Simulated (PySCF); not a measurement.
# Ag²⁺ (silver, charge +2): BP86 calculation

Configuration: [Kr] 4d9, 2D determinant. Calculation: PySCF 2.14, in aug-cc-pVDZ-PP with ECP28MDF (5s5p4d2f, 54 functions); a scalar-relativistic core potential.

- Total energy: -145.9216 hartree
- One-electron energy: -245.6820 hartree
- Hartree (Coulomb) energy: 113.3369 hartree
- Exchange-correlation energy: -13.5765 hartree
- ⟨S²⟩: 0.7508
- ⟨L²⟩: 6.009
- Sum of ⟨r⟩: 19.88 bohr
- Sum of ⟨r²⟩: 27.40 bohr²
- Traceless quadrupole moment −½Σ⟨3z² − r²⟩ along its main axis: -0.537 e·bohr²
- Time after the integrals: 0.58 s of wall time on 1 thread of Neoverse-V2 (shared host)

```csv
shell,electrons,mean orbital energy (hartree),spread (hartree),"rms radius, mean of both spins (bohr)"
4s α,1,-4.43804,0,0.974
4s β,1,-4.40583,0,0.974
4p α,3,-3.05756,0.06254,1.07
4p β,3,-3.02548,0.02911,1.07
4d α,5,-1.07308,0.06898,1.44
4d β,4,-1.04476,0.04061,1.44
```

Energies and moments cover only the electrons outside the core potential.
